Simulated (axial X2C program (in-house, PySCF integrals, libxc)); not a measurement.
# Levels of HfS⁻ by electron attachment to HfS (EOM-EA-CCSD)

Computed with an axial X2C code built on PySCF integrals: two-component X2C with atomic mean-field Coulomb and Gaunt terms, Gaussian nuclei, basis Hf dyall-acv3z, S dyall-av3z with contracted cores.

R = 2.151 Å (near the PBE0 minimum at charge 0 of the determinant lowest at the starting distance; the state shown can have its own minimum elsewhere).

Levels of HfS⁻ obtained by attaching an electron to HfS:

| Ω | binding energy (eV) | above lowest (cm⁻¹) | attached spinor | one-particle weight |
| --- | --- | --- | --- | --- |
| 1/2 | 0.669 | 0 | 45% Hf pπ, 27% Hf dπ, 10% Hf pσ | 0.92 |
| 3/2 | 0.466 | 1638 | 53% Hf pπ, 30% Hf dπ, 10% Hf dδ | 0.92 |
| 1/2 | 0.350 | 2570 | 38% Hf pσ, 26% Hf dσ, 13% Hf pπ | 0.94 |
| 3/2 | 0.218 | 3632 | 82% Hf dδ, 9% Hf pπ | 0.88 |
| 5/2 | 0.030 | 5153 | 94% Hf dδ | 0.87 |
| 1/2 | -0.354 | 8246 | 63% Hf pσ, 16% Hf sσ, 15% Hf pπ | 0.99 |
| 1/2 | -0.411 | 8712 | 80% Hf pπ, 13% Hf pσ | 0.99 |
| 3/2 | -0.423 | 8802 | 94% Hf pπ | 0.99 |
| 1/2 | -0.520 | 9586 | 69% Hf sσ, 25% Hf pσ | 0.99 |

(1) What is the splitting of the first π pair in the table, and is it regular or inverted?

Negative binding energies belong to unbound states, resonances or levels that the basis set holds; within some tenths of an eV of zero the sign is not settled.

This point took 23 s on 1 thread of Arm Neoverse V2, with other jobs on the host.

Reference electrons by ω block (each with its −ω partner): 1/2: 27, 3/2: 12, 5/2: 4, 7/2: 1. 18 electrons of HfS correlated (inner shells frozen), 84 natural virtual spinors (a truncated set); levels can be off by some tenths of an eV. Roots sought by Ω: (1/2: 5, 3/2: 4, 5/2: 2, 7/2: 1); rows need 60 % one-particle weight and stop where some Ω has no more roots. Missing are any skipped roots, higher Ω and states of a further excitation; these come out far too high here and may in truth be low or lowest. T1 of the reference 0.023 (Lee–Taylor). Number of frozen shells: Hf 4 s, 3 p, 2 d, 1 f; S 2 s, 1 p.

Results:

(1) E(3/2) − E(1/2) = 1638 − 0 = 1638 cm⁻¹ at EOM-EA-CCSD: regular, Ω = 1/2 lower. Splittings at this level can be off by ten to twenty per cent.
